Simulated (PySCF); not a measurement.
C4H3Cl2F, SMILES ClC([C@H](C#C)F)Cl. Atoms are numbered in the order given.

```xyz
10

C      2.7462    -0.2175    -0.1121
C      1.6094    -0.6279    -0.1305
C      0.2410    -1.1403    -0.1365
F     -0.0635    -1.7235    -1.3512
C     -0.8287    -0.0730     0.1418
Cl    -0.7666     1.2468    -1.0543
Cl    -0.6512     0.5272     1.8177
H      3.7542     0.1536    -0.1001
H      0.1314    -1.9122     0.6466
H     -1.8194    -0.5347     0.0604
```
Charge 0, spin multiplicity 1.

The structure is a stationary point at B3LYP-D3(BJ)/def2-SVP. The structure was generated by enumeration; whether it is a known compound was not checked. Other conformers were not sampled.

Method: PBE/pcSseg-1 in PySCF.

GIAO shieldings, no solvent; atoms listed in one row are averaged. δ = σ(ref) − σ: ¹³C against TMS (σ = 182.0 ppm); ¹⁹F against CFCl3 (σ = 133.6 ppm); ³⁵Cl against HCl (σ = 936.5 ppm); ¹H against TMS (σ = 31.49 ppm), references at their B3LYP-D3(BJ)/def2-TZVP geometries, non-relativistic (without spin–orbit terms, shifts of atoms bonded to Cl or Br come out too high).

Task: Estimate the chemical shifts. (Estimate from the structure and the level; the computed values follow.)

Result: 
| nucleus | atoms | count | δ (ppm) |
|---|---|---|---|
| ¹³C | C5 | 1 | 94.9 |
| ¹³C | C3 | 1 | 92.5 |
| ¹³C | C1 | 1 | 85.6 |
| ¹³C | C2 | 1 | 79.8 |
| ¹⁹F | F4 | 1 | -202.7 |
| ³⁵Cl | Cl7 | 1 | 282.8 |
| ³⁵Cl | Cl6 | 1 | 259.1 |
| ¹H | H10 | 1 | 6.21 |
| ¹H | H9 | 1 | 5.68 |
| ¹H | H8 | 1 | 2.70 |
